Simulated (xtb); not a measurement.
Ga(OMe)(PH2)2 (CH7GaOP2), SMILES C[O][Ga]([PH2])[PH2]. All values are semi-empirical tight-binding results from xtb (GFN2-xTB unless named), good for trends rather than for accurate numbers. Coordinates come from a GFN2-xTB optimisation. One conformer was computed; it need not be the lowest.

The geometry has at least one imaginary mode, so it is a saddle point at that level.

For metal compounds this method's bond lengths and energies can be far off.

Computed properties:
```
Property      Result
-----------  -------
orbital gap  2.65 eV
```
